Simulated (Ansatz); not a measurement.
Species: B2, net charge 0, triplet state. 
Coordinates optimised at B3LYP-D3(BJ)/def2-TZVP (Ansatz, a first-principles code):
```xyz
2

B      0.0000     0.0000    -0.7840
B      0.0000     0.0000     0.7840
```
Charge 0, spin multiplicity 3.

Property: vertical ionisation energy (to the doublet state of charge +1; each state is the SCF solution reached for its spin; the UHF <S^2> is 1.69 for the doublet (pure: 0.75) and 2.91 for the triplet (pure: 2.00); for the doublet T1 is 0.067; for the triplet T1 is 0.070), in eV. Cores are frozen in the correlated levels unless marked. UHF or UKS for open shells. No spin-orbit coupling. Non-relativistic. Basis-set limits of correlation are two-point, X^-3; Hartree-Fock from the larger set. The program attaches cautions to a run behind CCSD/aug-cc-pVDZ: large difference. The program attaches cautions to a run behind CCSD/def2-SVPD: large difference. The program attaches cautions to a run behind CCSD/def2-QZVPPD: large difference. The program attaches cautions to a run behind CCSD(T)/CBS(aug-cc-pVTZ,aug-cc-pVQZ): large difference.

```tsv
level	program	vertical ionisation energy (eV)
PBE/def2-TZVPD	Ansatz	___
r2SCAN/def2-TZVPD	Ansatz	9.82
CAM-B3LYP/def2-TZVPD	Ansatz	___
wB97M-V/def2-TZVPD	Ansatz	9.54
wB97X-V/def2-TZVPD	Ansatz	9.49
CCSD/aug-cc-pVDZ	Ansatz	9.45
CCSD/def2-SVPD	Ansatz	9.49
CCSD/def2-QZVPPD	Ansatz	___
CCSD(T)/CBS(aug-cc-pVTZ,aug-cc-pVQZ)	Ansatz	___
```

Question: Complete the blanks.

Answer: 
- PBE/def2-TZVPD, vertical ionisation energy (eV): 9.85
- CAM-B3LYP/def2-TZVPD, vertical ionisation energy (eV): 9.59
- CCSD/def2-QZVPPD, vertical ionisation energy (eV): 9.53
- CCSD(T)/CBS(aug-cc-pVTZ,aug-cc-pVQZ), vertical ionisation energy (eV): 9.66
